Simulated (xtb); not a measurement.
In(H)(F)(NH2) (FH₃InN), SMILES [InH]([NH2])[F]. All values are semi-empirical tight-binding results from xtb (GFN2-xTB unless named), good for trends rather than for accurate numbers. Coordinates come from a GFN2-xTB optimisation. Other conformers were not sampled.

Optimised geometry:

```xyz
6

In    -0.1949    -0.1103    -0.1963
H     -1.3468    -0.3779    -1.4052
F      0.3560     1.7636    -0.1234
N      0.7252    -1.0869     1.3484
H      1.5090    -0.4870     1.6012
H      1.1093    -1.9923     1.0954
```
Charge 0, spin multiplicity 1.

For metal compounds this method's bond lengths and energies can be far off.

```json
{
  "orbital_gap": "3.28 eV",
  "zero_point_energy": "18.3 kcal/mol",
  "G − E(el) at 298.15 K (modified RRHO)": "-0.3 kcal/mol"
}
```

Problem. Give the atomic charges and the Wiberg bond orders between heavy atoms. (Estimate from the structure and the level; the computed values follow.)

Solution. charges (e) In1 0.30, H2 0.04, F3 -0.35, N4 -0.37, H5 0.20, H6 0.18. Bond orders In1–F3 0.96, In1–N4 1.05.
